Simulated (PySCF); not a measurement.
NaF, SMILES [F][Na].

Coordinates come from a B3LYP-D3(BJ)/def2-TZVPD optimisation.

These are r2SCAN/def2-TZVPD in PySCF values and carry that method's errors.

Isolated molecule, no solvent.

Computed frontier levels, gap, dipole moment and polarisability:
The highest occupied level is -5.26 eV and the lowest empty level is -1.23 eV. The orbital gap comes out as 4.03 eV and the dipole moment comes out as 8.06 D. The quadrupole, principal values (traceless, Buckingham form, about the centre of nuclear charge) is -0.07, 0.03, 0.03 D·Å. The mean static polarisability is 14.2 bohr³ (2.11 Å³) and the polarisability, principal values is 13.3, 13.3, 16.1 bohr³.
